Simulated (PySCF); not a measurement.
Bonds (- single, = double, # triple, : aromatic): C1=C2, C2-S3, S3-C4, C4:C5, C5:C6, C6:C7, C7:C8, C8:C9, C9:C4. C1 carries H10, H11; C2 carries H12; C5 carries H13; C6 carries H14; C7 carries H15; C8 carries H16; C9 carries H17. H11 is cis to S3; H10 is trans to S3.

GIAO shifts from PySCF 2.14.0 with density-fitted response routines on PBE0-D3(BJ)/def2-SVP geometries (one conformer, non-relativistic, equivalent nuclei averaged), against TMS at the same level and in the same medium; PCM means IEF-PCM chloroform.

Measured (solution, not stated per compound (mostly CDCl3 or CCl4); Pretsch, Buehlmann, Badertscher, Structure Determination of Organic Compounds, 4th ed. (2009)): H12 6.53, H10 5.32, H11 5.32 ppm.

Problem. Which unscaled values do PBE0/pcSseg-1, gas; PBE0/pcSseg-1, PCM; WP04/pcSseg-1, PCM; wB97X-D/pcSseg-1, PCM give, and how close are they?

Solution. 
```
atoms  measured  PBE0/pcSseg-1, gas  PBE0/pcSseg-1, PCM  WP04/pcSseg-1, PCM  wB97X-D/pcSseg-1, PCM
  H12      6.53                6.35                6.53                6.15                   6.51
  H10      5.32                5.22                5.38                5.08                   5.38
  H11      5.32                4.08                4.15                3.93                   4.20
```

Mean absolute error for ¹H: PBE0/pcSseg-1, gas 0.51, PBE0/pcSseg-1, PCM 0.41, WP04/pcSseg-1, PCM 0.67, wB97X-D/pcSseg-1, PCM 0.40 ppm.
